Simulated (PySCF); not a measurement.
Choosing a molecule for a target property.

Each SMILES stands for a single optimised conformer of the isolated species, non-relativistic unless stated. Electronic properties by PySCF.

Dipoles, sizes and rotational constants follow the conformer. The torsions of the flexible species, by atom-mapped SMILES:
- `[CH3:1][CH2:2][O:3][SiH2:4][SiH:5][PH2:6]`: C1–C2–O3–Si4 -65°, C2–O3–Si4–Si5 -55°, O3–Si4–Si5–P6 9°, H–P6–Si5–Si4 -67°, H–P6–Si5–Si4 -160°
- `[CH2:1]=[CH:2][SiH:3][F:4]`: C1–C2–Si3–F4 -161°
- `[CH3:1][CH2:2][O:3][SiH2:4][SiH2:5][PH:6]`: C1–C2–O3–Si4 64°, C2–O3–Si4–Si5 176°, O3–Si4–Si5–P6 173°, H–P6–Si5–Si4 76°

**Question.** Wanted: isotropic g value above 2.01 (unrestricted B3LYP/pcH-1, mean-field spin–orbit) and smallest rotational constant below 2 GHz (GFN2-xTB), at GFN2-xTB geometries. Which candidate meets both?
A. `CC#C[C]1C=C(Cl)CC1` [radical]
B. `CCO[SiH2][SiH2][PH]` [radical]
C. `C=C[SiH]F` [radical]
D. `CCO[SiH2][SiH]P` [radical]

**Answer.** B. Computed values:
```csv
species,isotropic g value,smallest rotational constant
C=C[SiH]F [radical],2.00237,2.780 GHz
CC#C[C]1C=C(Cl)CC1 [radical],2.00405,0.493 GHz
CCO[SiH2][SiH]P [radical],2.00495,0.874 GHz
CCO[SiH2][SiH2][PH] [radical],2.01212,0.614 GHz
```
